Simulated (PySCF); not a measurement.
**Ionisation energy of Sb by level of theory**

Sb [Kr] 4d10 5s2 5p3 (4S) → Sb⁺ [Kr] 4d10 5s2 5p2 (3P), as a difference of total energies. Computed with PySCF 2.14 in aug-cc-pVDZ-PP with ECP28MDF, with scalar relativity through the core potential. Correlated levels: valence: 4s2 4p6 4d10 frozen. The calculations carry no spin-orbit coupling.

```tsv
method	ionisation energy (eV)
UHF	8.598
LDA	9.132
PBE	8.974
PBE0	9.051
r2SCAN	9.180
M06	8.686
M06-L	8.711
BLYP	8.723
r2SCAN0	9.206
MP2 (valence)	8.913
SCS-MP2 (valence)	8.804
```

Question: How much does correlation contribute at MP2 (valence)?

Answer: 8.913 − (8.598) = 0.315 eV, measured against UHF.

Errors of the correlated levels include the incompleteness of this basis and the frozen core.

For comparison: 9.124 eV (measured; NIST levels, between the centres of gravity of the two terms).
